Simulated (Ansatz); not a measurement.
ClFH₆Si₃, SMILES `F[SiH]([SiH3])[SiH2]Cl`, relaxed with RKS PBE-D4/def2-SVP in the Gaussian-basis code of Ansatz from a rough embedded geometry. The force threshold is 0.03 eV/Å; the program also tests the step.

The species carries charge 0 and has multiplicity 1.

Start:

```xyz
11

F    -1.973   -0.846   -1.057
Si   -0.439   -0.749   -0.650
Si   -0.243   -0.856    1.626
Si    0.419    1.347   -1.163
Cl    2.369    1.471   -0.810
H     0.354   -1.854   -1.302
H    -0.727   -2.102    2.195
H    -0.937    0.287    2.309
H     1.242   -0.711    2.010
H    -0.282    2.418   -0.467
H     0.217    1.596   -2.692
```

(1) How much energy does the relaxation release, and in how many steps? (An estimate is asked.)

(2) Which bonds change most? (Best estimate.)

(3) Give the relaxed structure. (Best estimate.)

## Answers

(1) The calculation gave: 36.74 kJ/mol, in 13 steps.

(2) Ansatz gave: Si4–Cl5 from 1.985 to 2.100 Å; Si2–Si3 from 2.286 to 2.357 Å; F1–Si2 from 1.590 to 1.653 Å; Si4–H11 from 1.563 to 1.503 Å.

(3) Ansatz gave: 
```xyz
11

F    -2.058   -0.883   -0.986
Si   -0.455   -0.701   -0.625
Si   -0.121   -0.887    1.701
Si    0.312    1.411   -1.325
Cl    2.195    1.501   -0.398
H     0.313   -1.772   -1.357
H    -0.838   -2.103    2.225
H    -0.656    0.337    2.394
H     1.351   -1.019    1.978
H    -0.538    2.536   -0.802
H     0.495    1.580   -2.807
```
